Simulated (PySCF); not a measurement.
Species: fac-FeCl3(PH3)3 (doublet state).
Bonds: Fe1–Cl2, Fe1–P3, Fe1–Cl7, Fe1–P8, Fe1–Cl12, Fe1–P13. Hydrogens: H4, H5, H6 on P3; H9, H10, H11 on P8; H14, H15, H16 on P13.

Computed by this run: PBE0-D3(BJ)/def2-SVP geometry optimisation, gas phase in PySCF 2.14.0; unrestricted, density fitting, grid level 1; the optimiser is geomeTRIC in internal coordinates, started from a GFN2-xTB structure with every atom displaced at random (about 0.03 Å).

Step 7: E = -99917.8341 eV
```
atom  x, y, z in Å  |  force x, y, z in eV/Å
Fe1     0.5085    0.5040    0.3300   -0.009  -0.089  -0.011
Cl2     0.3745    0.7510    2.5917   -0.001   0.004   0.008
P3      0.5300    0.2047   -1.8990    0.033  -0.003   0.022
H4     -0.6346    0.5068   -2.6548   -0.028   0.009  -0.025
H5      0.8216   -1.0782   -2.4393    0.003  -0.001   0.004
H6      1.4870    1.0001   -2.5564    0.011  -0.005   0.001
Cl7     2.7209    0.0666    0.0034   -0.015   0.018   0.013
P8     -1.7040    0.8463    0.5550    0.026   0.029   0.020
H9     -2.0055    1.9831    1.3285   -0.009   0.002  -0.010
H10    -2.5134   -0.1356    1.1908    0.001  -0.002   0.005
H11    -2.4993    1.0821   -0.5999   -0.002  -0.009   0.000
Cl12    0.3747    2.6669   -0.3617    0.001   0.030  -0.018
P13     0.5878   -1.6448    0.9857   -0.006   0.026  -0.013
H14     1.5992   -1.8944    1.9326   -0.007  -0.001   0.005
H15     0.8566   -2.6652    0.0312    0.004  -0.004   0.002
H16    -0.5385   -2.2275    1.6289   -0.004  -0.003  -0.003
```

Step 8: E = -99917.8343 eV
```
atom  x, y, z in Å  |  force x, y, z in eV/Å
Fe1     0.5072    0.5115    0.3275   -0.001  -0.111  -0.003
Cl2     0.3687    0.7554    2.5905    0.006   0.001   0.008
P3      0.5343    0.2026   -1.8992    0.022   0.016   0.009
H4     -0.6258    0.5115   -2.6604   -0.015   0.001  -0.017
H5      0.8177   -1.0851   -2.4326    0.002   0.000   0.004
H6      1.5017    0.9860   -2.5558    0.003  -0.001  -0.001
Cl7     2.7218    0.0782    0.0051   -0.022   0.007   0.025
P8     -1.7031    0.8458    0.5639    0.017   0.038   0.006
H9     -2.0087    1.9879    1.3279   -0.006   0.003  -0.010
H10    -2.4987   -0.1366    1.2151   -0.003   0.000   0.004
H11    -2.5104    1.0647   -0.5866   -0.002  -0.007  -0.002
Cl12    0.3790    2.6708   -0.3693   -0.008   0.011  -0.018
P13     0.5829   -1.6431    0.9775   -0.004   0.048  -0.011
H14     1.5861   -1.8936    1.9323   -0.001  -0.004   0.007
H15     0.8611   -2.6594    0.0215    0.004  -0.005   0.003
H16    -0.5482   -2.2306    1.6091    0.006   0.003  -0.004
```

Step 9: E = -99917.8345 eV
```
atom  x, y, z in Å  |  force x, y, z in eV/Å
Fe1     0.5030    0.5197    0.3233    0.012  -0.136   0.045
Cl2     0.3699    0.7522    2.5908   -0.012   0.016  -0.020
P3      0.5371    0.2014   -1.9005   -0.003   0.023  -0.009
H4     -0.6156    0.5250   -2.6706    0.030  -0.014   0.015
H5      0.8045   -1.0937   -2.4250    0.002   0.000  -0.005
H6      1.5231    0.9640   -2.5538    0.001   0.004  -0.006
Cl7     2.7217    0.0882    0.0327   -0.023   0.015  -0.016
P8     -1.7016    0.8507    0.5760   -0.011   0.015  -0.002
H9     -2.0135    2.0071    1.3156    0.005   0.005   0.001
H10    -2.4751   -0.1262    1.2593   -0.020  -0.002   0.006
H11    -2.5295    1.0347   -0.5673    0.009  -0.003   0.003
Cl12    0.3724    2.6713   -0.3890    0.004   0.014  -0.013
P13     0.5792   -1.6426    0.9630    0.000   0.058   0.007
H14     1.5671   -1.8916    1.9341   -0.003  -0.002   0.002
H15     0.8810   -2.6506    0.0060   -0.001  -0.003  -0.004
H16    -0.5581   -2.2433    1.5719    0.008   0.008  -0.004
```

**Question.** Estimate the geometry and energy of step 10. (The exact step hangs on the optimiser's Hessian estimate; all steps are aligned on step 9, rigid shifts and turns removed.)

**Answer.** E = -99917.8349 eV, largest force 0.063 eV/Å
```
atom  x, y, z in Å  |  force x, y, z in eV/Å
Fe1     0.4999    0.5156    0.3216    0.005  -0.057   0.027
Cl2     0.3637    0.7557    2.5882    0.002   0.004  -0.012
P3      0.5418    0.2002   -1.9023   -0.010   0.023  -0.020
H4     -0.6076    0.5237   -2.6773    0.027  -0.014   0.018
H5      0.8121   -1.0942   -2.4275    0.001  -0.001  -0.002
H6      1.5308    0.9631   -2.5511   -0.006   0.003  -0.002
Cl7     2.7186    0.0972    0.0303   -0.006  -0.005  -0.002
P8     -1.7025    0.8512    0.5837   -0.031   0.000  -0.009
H9     -2.0107    2.0133    1.3161    0.010   0.004  -0.003
H10    -2.4739   -0.1203    1.2787   -0.006   0.008  -0.004
H11    -2.5369    1.0269   -0.5560    0.004   0.001  -0.003
Cl12    0.3714    2.6685   -0.3976   -0.003  -0.013   0.004
P13     0.5768   -1.6438    0.9597    0.007   0.037   0.006
H14     1.5609   -1.8942    1.9345    0.000   0.000   0.002
H15     0.8832   -2.6502    0.0023   -0.002   0.002   0.001
H16    -0.5620   -2.2469    1.5631    0.006   0.007   0.000
```

The energy changes by -0.0004 eV. The first-order estimate −F·Δx gives -0.0011 eV and the mean of the old and new forces, exact on a quadratic surface, -0.0006 eV. The step makes an angle of 80° with the force vector and moves no atom by more than 0.020 Å.

What follows is the cost of the whole optimisation. Time: 44 min of wall time; peak memory 1.2 GiB. Hardware: one thread, Intel Xeon at 2.50 GHz (x86_64), shared host with 64 logical CPUs at a one-minute load of 62.
